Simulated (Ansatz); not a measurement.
Cost and result for the atomization energy of `C[Si]1(S)CO1` (11 atoms, 11 bonds).

Cartesian coordinates in Å:
```
C 0.537 -1.592 -0.471
Si 0.113 0.181 -0.168
S 1.651 1.401 -0.965
C -1.057 0.766 1.071
O -1.450 0.678 -0.367
H 1.495 -1.848 -0.013
H -0.238 -2.233 -0.049
H 0.608 -1.789 -1.544
H 1.031 2.546 -0.631
H -1.050 1.792 1.436
H -1.640 0.097 1.702
```

Total charge 0; spin multiplicity 1. Geometry: relaxed with PBE0-D4/def2-TZVP. It is one conformer, not always the lowest. Program: Ansatz. All runs use 4 threads of an Arm Neoverse V2 on a shared host. Times are those of one run each, without the atoms' runs, and a repeat can differ threefold. Electronic energies, without spin–orbit coupling; frozen cores. CCSD(T)/CBS adds CCSD(T) − MP2 in def2-TZVPP to the MP2 limit, and its time is that of the two runs behind it. T1 = 0.012. B3LYP takes the VWN-RPA correlation (the form of Gaussian; ORCA's B3LYP/G).

CCSD(T)/CBS is a level of theory with its own doubt, some kJ/mol a heavy atom from the limit and from the frozen cores, so smaller differences don't rank the functionals.

```json
{"level": "PBE-D4/def2-TZVPP (with forces)", "functions": "261", "wall time": "2.2 s"}
{"level": "PBE0-D4/def2-TZVPP", "functions": "261", "wall time": "2.6 s"}
{"level": "r2SCAN-D4/def2-TZVPP (with forces)", "functions": "261", "wall time": "4 s"}
{"level": "B3LYP-D4/def2-TZVPP (with forces)", "functions": "261", "wall time": "4.1 s"}
{"level": "B2PLYP/def2-TZVPP", "functions": "261", "wall time": "4.7 s"}
{"level": "ωB97X-V/def2-TZVPP", "functions": "261", "wall time": "7 s"}
{"level": "ωB97M-V/def2-TZVPP (with forces)", "functions": "261", "wall time": "10 s"}
{"level": "MP2/def2-QZVPP", "functions": "491", "wall time": "18 s"}
{"level": "CCSD(T)/def2-TZVPP", "functions": "261", "wall time": "120 s"}
{"level": "CCSD(T)/CBS(def2)", "functions": "–", "wall time": "2.3 min"}
```

(1) What atomization energy does each give, and how far from CCSD(T)/CBS? (An estimate is asked.)

Answers

(1) Computed: 
```json
{"level": "PBE-D4/def2-TZVPP (with forces)", "atomization (kcal/mol)": "999.9", "difference from CCSD(T)/CBS": "19.6", "per bond": "1.8"}
{"level": "PBE0-D4/def2-TZVPP", "atomization (kcal/mol)": "981.8", "difference from CCSD(T)/CBS": "1.5", "per bond": "0.1"}
{"level": "r2SCAN-D4/def2-TZVPP (with forces)", "atomization (kcal/mol)": "985.5", "difference from CCSD(T)/CBS": "5.2", "per bond": "0.5"}
{"level": "B3LYP-D4/def2-TZVPP (with forces)", "atomization (kcal/mol)": "976.2", "difference from CCSD(T)/CBS": "-4.1", "per bond": "-0.4"}
{"level": "B2PLYP/def2-TZVPP", "atomization (kcal/mol)": "966.6", "difference from CCSD(T)/CBS": "-13.7", "per bond": "-1.3"}
{"level": "ωB97X-V/def2-TZVPP", "atomization (kcal/mol)": "984.5", "difference from CCSD(T)/CBS": "4.2", "per bond": "0.4"}
{"level": "ωB97M-V/def2-TZVPP (with forces)", "atomization (kcal/mol)": "984.8", "difference from CCSD(T)/CBS": "4.5", "per bond": "0.4"}
{"level": "MP2/def2-QZVPP", "atomization (kcal/mol)": "986.9", "difference from CCSD(T)/CBS": "6.6", "per bond": "0.6"}
{"level": "CCSD(T)/def2-TZVPP", "atomization (kcal/mol)": "952.6", "difference from CCSD(T)/CBS": "-27.7", "per bond": "-2.5"}
{"level": "CCSD(T)/CBS(def2)", "atomization (kcal/mol)": "980.3", "difference from CCSD(T)/CBS": "0.0", "per bond": "0.0"}
```

In def2-TZVPP, CCSD(T) changes the Hartree–Fock value by +250.5 kcal/mol (the triples alone add +16.3 kcal/mol) and MP2 by +268.4 kcal/mol; breaking electron pairs costs correlation energy, which Hartree–Fock lacks. The D4 term adds +9.8 kcal/mol with B3LYP and +5.2 kcal/mol with PBE0; it sums over pairs of atoms, weighted by their polarisabilities, and B3LYP, whose exchange is more repulsive, gets the larger term. From PBE to PBE0 (25 % exact exchange), in def2-TZVPP and without D4, the atomization energy moves by −17.2 kcal/mol: exact exchange takes away binding that semilocal exchange gives to molecules.
